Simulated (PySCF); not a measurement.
EPR parameters of C3H8NSi

Species: C3H8NSi (doublet state).
Z-matrix (Å and degrees, GFN2-xTB geometry), rows numbered from 1:
```
C 
Si  1  1.8429
N   2  1.7243  1  103.69
C   3  1.2477  2  134.26  1   124.35
C   4  1.4907  3  122.19  2   179.54
H   1  1.0753  2  122.09  3  -168.55
H   1  1.0752  2  122.73  3    14.84
H   2  1.4705  1  114.32  3  -110.84
H   2  1.4741  1  110.31  3   126.24
H   4  1.1009  3  123.29  2    -0.50
H   5  1.0893  4  109.63  3  -121.32
H   5  1.0892  4  109.59  3   120.72
H   5  1.0864  4  110.44  3    -0.33
```

The hyperfine couplings belong to this conformer and change with its torsions.

As a line formula: `[CH2][SiH2]/N=C/C` [radical].

Level of theory: UKS B3LYP, pcH-1 on C H N Si, non-relativistic, mean-field spin-orbit, GIAO in PySCF 2.14.0. Isolated species at its GFN2-xTB geometry (one conformer only). Couplings are sensitive to structure, and on GFN2-xTB geometries they can be far from those on DFT ones. Stability of the SCF solution: not tested.

```
g1, g2, g3                      : 2.00226, 2.00283, 2.00286
g_iso                           : 2.00265
Form of g                       : close to axial: the two nearest values differ by 5 % of g3 − g1
⟨S²⟩                            : 0.7533 (exact 0.7500)
HOMO–LUMO gap, α and β orbitals : 5.88, 4.04 eV
Total energy                    : -463.34984 Eh
```

Hyperfine couplings atom by atom, in MHz; T1 to T3 are the principal values of the dipolar part; ρ(0) is the spin density at the nucleus:

```json
{"atom": "C1", "isotope": "13C", "a_iso": "80.9", "of which spin–orbit": "-0.1", "T1": "-76.6", "T2": "-76.0", "T3": "152.6", "Mulliken spin population": "1.05", "ρ(0) (bohr⁻³)": "0.0721"}
{"atom": "Si2", "isotope": "29Si", "a_iso": "50.8", "of which spin–orbit": "-0.1", "T1": "-2.4", "T2": "0.4", "T3": "2.0", "Mulliken spin population": "-0.03", "ρ(0) (bohr⁻³)": "-0.0573"}
{"atom": "N3", "isotope": "14N", "a_iso": "-0.2", "of which spin–orbit": "0.0", "T1": "-0.6", "T2": "-0.3", "T3": "0.9", "Mulliken spin population": "0.01", "ρ(0) (bohr⁻³)": "-0.0006"}
{"atom": "C4", "isotope": "13C", "a_iso": "-1.6", "of which spin–orbit": "0.0", "T1": "-0.7", "T2": "-0.1", "T3": "0.8", "Mulliken spin population": "0.00", "ρ(0) (bohr⁻³)": "-0.0014"}
{"atom": "C5", "isotope": "13C", "a_iso": "1.1", "of which spin–orbit": "0.0", "T1": "-0.2", "T2": "-0.2", "T3": "0.4", "Mulliken spin population": "0.00", "ρ(0) (bohr⁻³)": "0.0010"}
{"atom": "H6", "isotope": "1H", "a_iso": "-57.7", "of which spin–orbit": "0.0", "T1": "-37.2", "T2": "-0.8", "T3": "38.0", "Mulliken spin population": "-0.04", "ρ(0) (bohr⁻³)": "-0.0129"}
{"atom": "H7", "isotope": "1H", "a_iso": "-58.7", "of which spin–orbit": "0.0", "T1": "-37.1", "T2": "-0.7", "T3": "37.9", "Mulliken spin population": "-0.04", "ρ(0) (bohr⁻³)": "-0.0131"}
{"atom": "H8", "isotope": "1H", "a_iso": "81.9", "of which spin–orbit": "0.0", "T1": "-3.5", "T2": "-1.4", "T3": "5.0", "Mulliken spin population": "0.04", "ρ(0) (bohr⁻³)": "0.0183"}
{"atom": "H9", "isotope": "1H", "a_iso": "32.6", "of which spin–orbit": "0.0", "T1": "-3.4", "T2": "-2.4", "T3": "5.8", "Mulliken spin population": "0.02", "ρ(0) (bohr⁻³)": "0.0073"}
{"atom": "H10", "isotope": "1H", "a_iso": "1.5", "of which spin–orbit": "0.0", "T1": "-1.0", "T2": "-0.9", "T3": "1.9", "Mulliken spin population": "0.00", "ρ(0) (bohr⁻³)": "0.0003"}
{"atom": "H11", "isotope": "1H", "a_iso": "-0.5", "of which spin–orbit": "0.0", "T1": "-0.4", "T2": "-0.4", "T3": "0.8", "Mulliken spin population": "0.00", "ρ(0) (bohr⁻³)": "-0.0001"}
{"atom": "H12", "isotope": "1H", "a_iso": "0.0", "of which spin–orbit": "0.0", "T1": "-0.5", "T2": "-0.5", "T3": "1.0", "Mulliken spin population": "0.00", "ρ(0) (bohr⁻³)": "0.0000"}
{"atom": "H13", "isotope": "1H", "a_iso": "-0.1", "of which spin–orbit": "0.0", "T1": "-0.7", "T2": "-0.6", "T3": "1.3", "Mulliken spin population": "0.00", "ρ(0) (bohr⁻³)": "0.0000"}
```

The largest Mulliken spin population is on C1 (+1.05). The angles at C1 add up to 359.9°, so it is planar; its axial dipolar tensor and the negative couplings of its protons fit spin in a p orbital normal to that plane.

Axes: g3 points within 14° of the C1–H6 bond.

Under fast tumbling the dipolar parts average out, and these isotropic splittings remain: 2 × 1H (H6/H7, I = 1/2, 3 lines) with 2.08 mT, 2 × 1H (H8/H9, I = 1/2, 3 lines) with 2.04 mT and 1 × 1H (H10, I = 1/2, 2 lines) with 0.05 mT.

Means are taken over nuclei equivalent by connectivity, which assumes that they swap fast. The 1H value of +57.2 MHz is a mean of couplings from 32.6 to 81.9 MHz in this one geometry, not an average over conformers.

The 29Si coupling of Si2 (50.8 MHz) shows only in satellite lines or after enrichment, since that isotope makes up about 4.7 % of natural silicon.

The 13C coupling of C1 (80.9 MHz) shows only in satellite lines or after enrichment, since that isotope makes up about 1.07 % of natural carbon.
